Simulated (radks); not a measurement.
Results of a calculation; reference values are marked as such.
Species: Bi. Configuration: [Hg] 6p3. Level of theory: non-relativistic Kohn-Sham, exchange-only LDA, spin-polarised, spherical densities, point nucleus; open shells are filled with parallel spins first (spin-orbit coupling, left out, can overturn this in heavy ions); relativity is left out, which matters for an element this heavy (a radial shooting solver on a logarithmic mesh with Libxc functionals).

Unscreened Slater integrals over Kohn-Sham orbitals (cm^-1). They are taken over the spin-up orbitals.

| integral | value |
|---|---|
| F0(6p,6p) | 63518 |
| F2(6p,6p) | 33790 |
| F0(6p,6s) | 70157 |
| G1(6p,6s) | 45360 |
| F0(6p,5d) | 80256 |
| F2(6p,5d) | 21715 |
| G1(6p,5d) | 6965.8 |
| G3(6p,5d) | 6127.7 |
| F0(6p,5p) | 81663 |
| F2(6p,5p) | 17057 |
| G0(6p,5p) | 2700.5 |
| G2(6p,5p) | 3632.6 |
| F0(6s,6s) | 79875 |
| F0(6s,5d) | 97515 |
| G2(6s,5d) | 13216 |
| F0(6s,5p) | 100020 |
| G1(6s,5p) | 5979.3 |
| F0(5d,5d) | 162250 |
| F2(5d,5d) | 84856 |
| F4(5d,5d) | 56782 |
| F0(5d,5p) | 177810 |
| F2(5d,5p) | 91759 |
| G1(5d,5p) | 114830 |
| G3(5d,5p) | 71569 |
| F0(5p,5p) | 199330 |
| F2(5p,5p) | 107570 |

Derived for the open shells (J is the average intra-shell exchange parameter used in DFT+U). 6p: J = F2/5 = 6758 cm^-1.
